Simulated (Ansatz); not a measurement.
Na6Cd⁺. Total charge 1; doublet. Geometry PBE/def2-SVP; atoms count from 1.

```xyz
7

Cd    1.4687    0.1265    1.1790
Na   -0.6519   -1.9188    2.0441
Na    1.4441    2.3291   -1.4150
Na   -1.2579    1.6949    1.2538
Na   -3.5034   -0.8440    0.1332
Na    2.9769   -0.8714   -1.5947
Na   -0.4766   -0.5164   -1.6004
```

In the def2 sets Cd takes a core potential; there is no spin–orbit coupling. Another isomer (doublet) lies 0.12 eV lower at PBE0/def2-TZVP; other spin states weren't run for this one.

Q: Estimate the Mulliken populations from the PBE0/def2-TZVP orbitals of Ansatz.

A: 
```tsv
atom	charge (e)	spin (α − β)	d electrons
Cd1	-0.04	0.23	9.97
Na2	0.23	0.15	–
Na3	0.14	0.12	–
Na4	0.16	0.31	–
Na5	0.06	-0.05	–
Na6	0.15	0.16	–
Na7	0.30	0.08	–
```
Mulliken values and Mayer orders depend strongly on the basis.

Q: Where does the spin sit?

A: Summed by element: Cd 0.23, Na 0.77, of 1 unpaired in all. Largest on single atoms: Na4 0.31, Cd1 0.23, Na6 0.16.

Q: And the Mayer bond orders between bonded heavy atoms (over 0.3)?

A: Cd1–Na2 0.38 (3.07 Å); Cd1–Na4 0.30 (3.15 Å); Cd1–Na6 0.33 (3.31 Å); Na2–Na5 0.31 (3.60 Å); Na3–Na6 0.33 (3.55 Å).
